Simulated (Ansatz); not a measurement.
`[SiH3][SiH2]Br`. Total charge 0; spin multiplicity 1.

```xyz
8

Si   -0.686    0.890   -0.458
Si    0.789   -0.732    0.350
Br   -0.400   -2.284    1.425
H     0.074    1.944   -1.184
H    -1.413    1.506    0.682
H    -1.657    0.256   -1.386
H     1.528   -1.412   -0.743
H     1.766   -0.168    1.315
```

List the harmonic frequencies (cm⁻¹, unscaled) at PBE0-D4/def2-TZVP in Ansatz. (Best estimate.)

Ansatz gave: 98, 104, 349, 379, 460, 511, 573, 687, 779, 870, 930, 933, 942, 2216, 2227, 2234, 2234, 2244.

Is this a minimum?

Yes, all 18 modes are real.

Give the ideal-gas thermochemistry at 298.15 K and 1 bar (rigid rotor, harmonic oscillator; point group Cs, symmetry number 1).

Zero-point energy 112.3 kJ/mol; H(298) − E = 130.6 kJ/mol; entropy 334.9 J/(mol·K), of which translation 170.6, rotation 114.0, vibration 50.4; G(298) − E = 30.8 kJ/mol. Modes under 100 cm⁻¹ are hindered rotations or soft bends, so the harmonic entropy is rough.

Rotational constants (cm⁻¹)?

0.311, 0.05026, 0.04462.
